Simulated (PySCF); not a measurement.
O₂Si, triplet, geometry from GFN2-xTB (a higher spin typed on purpose: for a closed-shell molecule this is an excited state). Base run: BLYP/def2-SV(P) run with PySCF.

Geometry (Å):
```xyz
3

O     -1.2521     0.4386    -0.2464
Si    -0.0354    -0.3689     0.2702
O      1.3141     0.2069    -0.2264
```
Charge 0, spin multiplicity 3.
Orbitals are unrestricted.
All else is at PySCF's defaults.

The base run was repeated with changes; each row names its change, and settings that it needs were set with it.

```tsv
change	E (Eh)	HOMO (eV)	dipole (D)	<S^2>	core-seconds (rough)	outcome
base	-439.64091	-6.53	2.12	2.005	2	converged
functional = wb97x	-439.57596	-10.51	2.22	2.016	3	converged
functional = bp86	-439.67498	-6.83	2.17	2.005	1	converged
functional = hf	-	-	-	-	-	not converged
functional = bhandhlyp	-439.55687	-9.26	1.96	2.020	2	converged
functional = pbe0	-439.35359	-8.19	2.30	2.013	2	converged
functional = wb97x_v	-439.52242	-10.42	2.19	2.014	30	converged
functional = b97m_v	-439.51237	-7.03	2.31	2.011	20	converged
functional = mn15	-439.34094	-8.45	2.30	2.010	3	converged
functional = x3lyp	-439.56574	-7.90	2.23	2.011	2	converged
functional = tpss	-439.68455	-6.94	2.21	2.006	6	converged
functional = b3lyp5	-439.54147	-7.77	2.23	2.011	3	converged
functional = pbe; dispersion = d3zero	-439.34992	-6.73	2.16	2.005	2	converged
```

Totals shift with the method and basis; they matter in differences.

Open shells are given as the SCF converged; they aren't shown to be the lowest states, and a large step between rows can be another state.
